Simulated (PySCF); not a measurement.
A structure optimised at PBE-D3(BJ)/def2-SVP, used in a PySCF frequency run:

```
Si
H 1 1.5064
H 1 1.5064 2 109.25
Si 1 2.3426 2 109.31 3 119.59
H 4 1.4998 1 118.51 2 -59.95
Cl 4 2.0857 5 107.53 1 -121.23
Cl 4 2.0857 5 107.52 6 -117.55
Si 1 2.3524 2 111.50 3 -123.69
H 8 1.5030 1 108.87 2 -178.66
H 8 1.5030 9 109.58 1 -118.95
H 8 1.5047 9 109.48 10 -120.08
```

### Question
Write its SMILES and formula.

### Answer
[SiH3][SiH2][SiH](Cl)Cl, Cl2H6Si3

### Question
What are its rotational constants (standard atomic weights)?

### Answer
1.5870, 0.99387, 0.82525 GHz
